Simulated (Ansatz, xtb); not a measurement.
H4Se3Sn: 3 structures ranked

3 gas-phase structures of H4Se3Sn, from a drawn sample of its isomers (lower ones may exist). Each was relaxed with GFN2-xTB; where two conformers were screened, the lower at r2SCAN-D4/def2-SVP is listed:

A. `[SeH][Se][SnH2][SeH]`, a singlet
B. `[SeH][Se][Se][SnH3]`, a singlet
C. `[SeH][SnH]([SeH])[SeH]`, a singlet

Make a reasoned guess at their ranking by r2SCAN-D4/def2-SVP single-point energy.

Calculated order at r2SCAN-D4/def2-SVP: C (0.0), A (21.0), B (34.4) kcal/mol.

Energies above the lowest of each column, in kcal/mol:

```csv
structure,GFN2-xTB,HF/STO-3G,r2SCAN-D4/def2-SVP
C,0.0,0.0,0.0
A,5.3,19.4,21.0
B,8.8,29.5,34.4
```

Every level run on C puts it lowest or level with the lowest. Flexible structures stand in one conformer each, not always the lowest. A keeps a small imaginary mode. Frequencies (GFN2-xTB) were run for A alone. Atoms past krypton carry core potentials in the def2 sets, without spin–orbit terms.

Programs: Ansatz 0.2.0, xtb 6.7.1.
